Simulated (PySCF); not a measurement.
sulfuric acid (H2O4S), SMILES O=S(=O)(O)O.

Coordinates come from a B3LYP-D3(BJ)/def2-SVP optimisation. Other conformers were not sampled.

Level of theory: PySCF with TDDFT-LC-ωPBE/def2-SVPD.

Vertical excitations.  State labels are in the subgroup C2.

Computed excitation energies, oscillator strengths and character:
| state | symmetry | energy (eV) | λ (nm) | f | main pairs |
|---|---|---|---|---|---|
| S1 | B | 8.54 | 145 | 0.005 | HOMO→LUMO 55 %, HOMO−1→LUMO 18 % |
| S2 | B | 8.73 | 142 | 0.004 | HOMO−1→LUMO 55 %, HOMO→LUMO 17 % |
| S3 | A | 8.94 | 139 | 0.005 | HOMO−2→LUMO 68 % |
| S4 | A | 9.32 | 133 | 0.001 | HOMO→LUMO+6 34 %, HOMO→LUMO+4 31 %, HOMO→LUMO+9 13 %, HOMO→LUMO+1 8 % |
| S5 | A | 9.70 | 128 | 0.013 | HOMO−1→LUMO+1 43 %, HOMO−5→LUMO 20 %, HOMO−1→LUMO+4 11 % |
| S6 | B | 9.81 | 126 | 0.002 | HOMO−1→LUMO+5 31 %, HOMO→LUMO+5 29 %, HOMO−2→LUMO+1 8 % |
| S7 | B | 9.91 | 125 | 0.000 | HOMO−2→LUMO+6 21 %, HOMO−1→LUMO+5 16 %, HOMO−2→LUMO+4 15 %, HOMO→LUMO+5 11 % |
| S8 | A | 9.93 | 125 | 0.040 | HOMO−3→LUMO 42 %, HOMO→LUMO+1 21 % |
| S9 | B | 10.04 | 124 | 0.129 | HOMO−4→LUMO 66 % |
| S10 | A | 10.18 | 122 | 0.009 | HOMO−2→LUMO+5 56 %, HOMO−2→LUMO+11 19 % |
| T1 | B | 7.98 | 155 | 0 | HOMO→LUMO 29 %, HOMO−1→LUMO 29 %, HOMO−1→LUMO+5 11 %, HOMO→LUMO+8 6 % |
| T2 | B | 8.18 | 151 | 0 | HOMO−1→LUMO 28 %, HOMO→LUMO 26 %, HOMO→LUMO+8 11 %, HOMO−1→LUMO+5 7 % |
| T3 | A | 8.42 | 147 | 0 | HOMO−2→LUMO 50 %, HOMO−2→LUMO+8 14 % |
| T4 | A | 8.84 | 140 | 0 | HOMO→LUMO+6 17 %, HOMO→LUMO+4 16 %, HOMO−1→LUMO+4 7 %, HOMO→LUMO+1 6 % |
Triplets are in the Tamm–Dancoff approximation, which puts them higher than full response would, so one can lie above its singlet here.
